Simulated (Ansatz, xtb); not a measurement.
Molecule: CH3O2, charge 0, multiplicity 2. It need not be the lowest isomer of its formula. 
Structure (B3LYP-D3(BJ)/def2-TZVP (Ansatz, a quantum-chemistry and plane-wave program) minimum search):
```
C
O 1 1.3207
O 1 1.4050 2 117.95
H 3 0.9661 1 107.56 2 23.18
H 1 1.1083 2 110.95 3 -124.14
H 1 1.1198 5 104.24 2 113.47
```
Charge 0, spin multiplicity 2.

Harmonic wavenumbers from GFN2-xTB (xtb, at its own minimum), cm⁻¹: 377, 528, 769, 998, 1076, 1114, 1224, 1254, 1377, 2433, 2551, 3496.

Q: Give the harmonic wavenumbers at B3LYP-D3(BJ)/def2-TZVP (Ansatz, finite differences of forces, unscaled).

A: 149, 538, 720, 983, 1120, 1151, 1262, 1306, 1373, 2750, 2881, 3777 cm⁻¹. Zero-point energy 25.7 kcal/mol.

Q: From these and the geometry, give the ideal-gas thermochemistry at 298.15 K and 1 atm (rigid rotor, harmonic oscillator).

A: Point group C1, rotational symmetry number 1. Rotational constants 51.01, 10.88, 9.533 GHz. S(trans) 37.47, S(rot) 21.63, S(vib) 3.83, S(elec, spin only) 1.38, S 64.3 cal/(mol K). H(298) - H(0) 3.04 kcal/mol; G - E(el) 9.6 kcal/mol.
